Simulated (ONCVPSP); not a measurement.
Zn: excitation energies, all-electron against ONCV

- Element: Zn (Z = 30)
- Generator: ONCVPSP 4.0.1
- Type: optimised norm-conserving Vanderbilt (ONCV)
- Functional: PBEsol
- Relativity: scalar-relativistic
- Frozen core: [Ne]
- Valence charge: 20
- Reference configuration: 3s2 3p6 3d10 (charge +2)
- Partial waves: 3s: rc 1.10 bohr, ncon 3, nbas 7, qcut 9.3 1/bohr, 2 projectors, debl 2.6 Ha; 3p: rc 0.70 bohr, ncon 4, nbas 7, qcut 11.9 1/bohr, 1 projector; 3d: rc 1.20 bohr, ncon 4, nbas 8, qcut 14.9 1/bohr, 1 projector
- Local potential: polynomial inside 0.65 bohr (lpopt 5, dvloc0 2 Ha)
- Core correction: polynomial model core, fcfact 0.75

In the s channel the program set the typed energies aside and used -5.504, 0.250 Ha.

Energies are relative to the spin-unpolarised reference configuration 3s2 3p6 3d10; without spin polarisation the order of configurations can differ from experiment. Not all tests gave a result: 1 of 4 tests not solved or not reliable.

| valence configuration | charge | ΔE all-electron (eV) | error AE − PS (meV) |
| --- | --- | --- | --- |
| 3s2 3p6 3d10 4s2 | 0 | -28.249 | +7.8 |
| 3s2 3p6 3d10 4s1 | +1 | -18.349 | +3.7 |
| 3s2 3p6 3d9 | +3 | 40.509 | -1.1 |

Levels in the configuration 3s2 3p6 3d10 4s1:

```csv
level,all-electron (eV),pseudo (eV)
3s,-138.595,-138.589
3p,-92.943,-92.953
3d,-19.793,-19.786
4s,-13.986,-13.988
```
